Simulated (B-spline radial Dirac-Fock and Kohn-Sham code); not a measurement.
## Binding energies of Cs²⁺ at several levels of theory

System: cesium as Cs²⁺ in the configuration [Kr] 4d10 5s2 5p5.

The density-functional columns are spherical, spin-unpolarised Dirac-Kohn-Sham results without Breit or QED terms: −ε is minus the orbital energy of the initial state and ΔSCF the difference of two total energies. The reference in the last column comes from relaxed Dirac-Fock hole states (ΔSCF) with Breit and QED corrections and a finite nucleus. All numbers are from a radial finite-basis atomic code, in eV; a selection of levels is shown. The Kohn-Sham columns are given as differences from the reference. For the 1s level of heavy atoms much of the gap between ΔSCF and the reference is the Breit and QED part, -131.1 eV here; for other levels the error of the functional can be larger.

```tsv
level	PBE −ε − DF	PBE ΔSCF − DF	LDA −ε − DF	LDA ΔSCF − DF	Dirac-Fock
K (1s)	-221.6	+159.0	-260.0	+119.5	36007.3
L1 (2s)	-120.1	-50.9	-125.0	-55.5	5745.9
L2 (2p1/2)	-91.3	-4.9	-93.2	-6.6	5385.1
L3 (2p3/2)	-95.8	-15.5	-97.2	-16.8	5037.3
M1 (3s)	-61.7	-37.5	-63.2	-38.9	1244.9
M2 (3p1/2)	-49.9	-24.8	-50.4	-25.2	1094.3
M3 (3p3/2)	-49.3	-25.2	-49.7	-25.5	1026.2
M4 (3d3/2)	-31.3	-4.2	-31.0	-3.9	764.4
M5 (3d5/2)	-31.7	-5.0	-31.4	-4.7	750.5
N1 (4s)	-27.9	-16.4	-28.4	-16.9	264.9
N2 (4p1/2)	-21.7	-10.6	-21.9	-10.7	209.0
N4 (4d3/2)	-9.8	+0.3	-9.7	+0.4	102.2
N5 (4d5/2)	-9.8	+0.2	-9.7	+0.3	99.97
O1 (5s)	-7.2	-1.2	-6.9	-0.9	49.79
O2,3 (5p)	-4.4	+1.0	-4.2	+1.2	33.19
```

Values without a named source are computed, but for edge energies of neutral atoms, which are taken from tables.
